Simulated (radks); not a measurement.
All-electron atom: Tc IV in [Kr] 4d3 6s1 (not the ground configuration). Method: Dirac Kohn-Sham, PBE, spin-unpolarised, spherical densities, finite nucleus; open shells fill j = l - 1/2 first; Fermi nuclear charge, rms radius 4.4112 fm; computed with a radial shooting solver on a logarithmic mesh with Libxc functionals.

Normalised radial functions P(r) = r R(r) (large component), r in bohr:

r          3d5/2
0.006075  0.0004
0.009509  0.0014
0.015     0.0052
0.02348   0.0177
0.03675   0.0565
0.05753   0.1644
0.09076   0.4247
0.1421    0.8875
0.2223    1.4174
0.348     1.5776
0.5491    1.0765
0.8594    0.3891
1.345     0.0576
2.105     0.0023
3.322     0.0000
5.199     0.0000
8.138     0.0000
12.74     0.0000

3d5/2: eigenvalue -288.95 eV, 0 radial nodes, <r> = 0.400 bohr, 90 % of the charge inside 0.638 bohr.
